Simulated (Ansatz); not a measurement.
Species: CH5O3Si, net charge 0, doublet state. It need not be the lowest isomer of its formula. 
Geometry from a B3LYP-D3(BJ)/def2-TZVP (Ansatz, an electronic-structure program) optimisation:
```
Si
O 1 1.6388
H 2 0.9609 1 117.35
O 1 1.6429 2 108.61 3 42.96
H 4 0.9606 1 116.66 2 -141.78
O 1 1.6507 2 113.93 3 -71.92
H 6 0.9602 1 117.80 2 -67.11
C 1 1.8299 2 105.11 3 165.82
H 8 1.0834 1 122.58 2 -9.41
H 8 1.0842 9 114.95 1 177.98
```
Charge 0, spin multiplicity 2.

Parts of the frozen-core correlation energy in cc-pV(D+d)Z (Ansatz, hartree). Frozen orbitals: 9; correlated occupied orbitals by spin: 16 and 15; virtual: 79 and 80. UHF or UKS for open shells. Spin-orbit coupling is left out. Non-relativistic.

```csv
term,value
reference (HF),-554.44278
MP2 opposite-spin,[?]
MP2 same-spin,[?]
CCSD correlation,-0.80192
(T),[?]
T1 diagnostic,0.012
largest doubles amplitude,0.022
<S^2> of the reference,0.759
```

Task: Fill in the missing entries.

Result: 
- MP2 opposite-spin, value: -0.56674
- MP2 same-spin, value: -0.19945
- (T), value: -0.01717
